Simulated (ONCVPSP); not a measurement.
## Tl, ONCV: configuration errors across variants

```
Element                 : Tl (Z = 81)
Generator               : ONCVPSP 4.0.1
Type                    : optimised norm-conserving Vanderbilt (ONCV)
Functional              : PBE
Relativity              : scalar-relativistic
Frozen core             : [Xe]
Valence charge          : 27
Reference configuration : 4f14 5d10 6s2 6p1
Partial waves           : 6s: rc 1.80 bohr, ncon 4, nbas 7, qcut 3.4 1/bohr, 2 projectors, debl 1.3 Ha; 6p: rc 2.45 bohr, ncon 4, nbas 8, qcut 3.9 1/bohr, 2 projectors, debl 3.3 Ha; 5d: rc 1.65 bohr, ncon 4, nbas 9, qcut 11.3 1/bohr, 2 projectors, debl 3.6 Ha; 4f: rc 0.85 bohr, ncon 3, nbas 7, qcut 23.1 1/bohr, 3 projectors, debl 2.4 Ha
Local potential         : polynomial inside 0.70 bohr (lpopt 2, dvloc0 2 Ha)
Core correction         : none
```

In the f channel the program set the typed energies aside and used -4.190, 0.250, 2.650 Ha.

All-electron excitation energies from the reference (eV): (1) 4f14 5d10 6s2 6p0 5.167; (2) 4f14 5d10 6s1 6p0 25.947; (3) 4f14 5d9 6s2 6p2 14.716.

A true bound ghost makes a file unfit for plane-wave use even where its test errors are small: the radial tests pick states by their node count and pass the ghost by.

Errors AE − PS in meV (a dash: test not solved or not reliable):

| change | (1) | (2) | (3) | bound ghosts | GHOST(+) flags above zero |
| --- | --- | --- | --- | --- | --- |
| base | -2.9 | -4.4 | -101 | s, p | s, p |
| p: qcut 2.8 | -2.4 | -4.9 | -89 | s, p | s, p |
| p: qcut 3.3 | -2.7 | -4.6 | -96 | s, p | s, p |
| p: qcut 3.5 | -2.7 | -4.5 | -98 | s, p | s, p |
| p: qcut 4.1 | -2.9 | -4.5 | -102 | s, p | s |
| p: qcut 4.5 | -2.9 | -4.5 | -103 | s, p | s |
| p: qcut 4.9 | -2.9 | -4.4 | -103 | s, p | s |
| p: qcut 5.3 | -2.9 | -4.4 | -101 | s, p | s |
| p: qcut 5.8 | -2.8 | -4.5 | -112 | s, p | s, p |

**Question.** Give the same row for: p: qcut 2.4.

**Answer.** -2.2, -5.1, -84; bound ghosts: s, p; GHOST(+) flags above zero: s, p.
